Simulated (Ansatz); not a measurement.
A nudged elastic band was laid between two geometries of Cl2FGeHO + H4OSi (12 atoms, charge 0, multiplicity 1).

The calculation used RKS PBE/def2-SVP (Ansatz).

```json
{
 "movable images": "5",
 "climbing image": "yes",
 "spring": "5.0 eV/Å²",
 "optimiser": "quadratic models (default)",
 "start path": "through a guess of the saddle point",
 "force threshold": "0.05 eV/Å",
 "iteration limit": "60",
 "end points": "relaxed"
}
```

First end point:

```xyz
12
Properties=species:S:1:pos:R:3
Ge -0.008 -0.003 0.066
O -0.358 0.217 1.815
H -0.756 1.106 1.909
Cl 2.025 0.122 -0.638
F -0.651 1.554 -0.468
Cl -1.267 -1.355 -1.074
O 0.717 -1.925 1.175
Si 0.632 -3.593 0.789
H 1.179 -3.706 -0.596
H 1.497 -4.330 1.772
H -0.773 -4.114 0.879
H 0.420 -1.631 2.062
```

Last end point:

```xyz
12
Properties=species:S:1:pos:R:3
Ge 0.094 -0.508 -0.077
O 0.553 0.484 1.962
H -0.345 0.813 2.174
Cl 1.705 0.715 -0.810
F -1.407 0.333 0.316
Cl -0.561 -1.557 -1.887
O 0.453 -1.883 1.015
Si 0.388 -3.555 0.680
H 1.312 -3.927 -0.442
H 0.854 -4.196 1.956
H -1.014 -3.999 0.378
H 0.624 -0.379 2.426
```

Q: Which bonds break or form, and what moves?

A: Bonds broken: Ge1–O2, O7–H12. Bonds formed: Ge1–O7, O2–H12. Cl2FGeHO + H4OSi becomes Cl2FGeH5O2Si.

Q: What energy profile does the band end with?

A: The forces met the threshold. The highest image is number 3 of 0 to 6, 11.1 kcal/mol above the first end and 14.3 kcal/mol above the last; the last end lies 3.2 kcal/mol below the first. A vibrational analysis at the climbing image gives one clearly imaginary mode, 690i cm⁻¹: a first-order saddle point. The orbitals stay closed-shell, which can raise the energy where a bond breaks towards radicals; this wasn't checked here.

```json
{"image": "0", "path coordinate (Å)": "0.00", "energy (kcal/mol)": "0.0", "Ge1–O2 (Å)": "1.80", "O7–H12 (Å)": "0.98", "Ge1–O7 (Å)": "2.33"}
{"image": "1", "path coordinate (Å)": "0.73", "energy (kcal/mol)": "0.3", "Ge1–O2 (Å)": "1.80", "O7–H12 (Å)": "0.98", "Ge1–O7 (Å)": "2.35"}
{"image": "2", "path coordinate (Å)": "1.46", "energy (kcal/mol)": "3.9", "Ge1–O2 (Å)": "1.83", "O7–H12 (Å)": "1.00", "Ge1–O7 (Å)": "2.20"}
{"image": "3", "path coordinate (Å)": "2.20", "energy (kcal/mol)": "11.1", "Ge1–O2 (Å)": "1.95", "O7–H12 (Å)": "1.17", "Ge1–O7 (Å)": "2.00"}
{"image": "4", "path coordinate (Å)": "2.76", "energy (kcal/mol)": "1.9", "Ge1–O2 (Å)": "2.16", "O7–H12 (Å)": "1.62", "Ge1–O7 (Å)": "1.85"}
{"image": "5", "path coordinate (Å)": "3.34", "energy (kcal/mol)": "-2.5", "Ge1–O2 (Å)": "2.30", "O7–H12 (Å)": "1.90", "Ge1–O7 (Å)": "1.80"}
{"image": "6", "path coordinate (Å)": "3.91", "energy (kcal/mol)": "-3.2", "Ge1–O2 (Å)": "2.31", "O7–H12 (Å)": "2.07", "Ge1–O7 (Å)": "1.79"}
```

Q: What is the geometry of the highest image?

A: 
```xyz
12
Properties=species:S:1:pos:R:3
Ge 0.135 -0.205 -0.018
O 0.297 0.216 1.879
H -0.513 0.662 2.197
Cl 2.007 0.542 -0.757
F -1.133 1.025 -0.111
Cl -0.729 -1.474 -1.600
O 0.573 -1.839 1.041
Si 0.414 -3.531 0.816
H 1.172 -3.929 -0.410
H 1.028 -4.142 2.041
H -1.029 -3.927 0.722
H 0.433 -1.056 1.893
```

Q: What are the harmonic wavenumbers there?

A: 690i, 17, 62, 105, 137, 151, 156, 204, 233, 289, 353, 383, 432, 454, 574, 605, 658, 682, 714, 818, 902, 917, 923, 970, 1191, 1875, 2185, 2195, 2222, 3704 cm⁻¹.

Run time: 3.3 min on 4 threads of Intel(R) Xeon(R) Platinum 8488C (Sapphire Rapids) (shared host), peak memory 0.27 GiB.
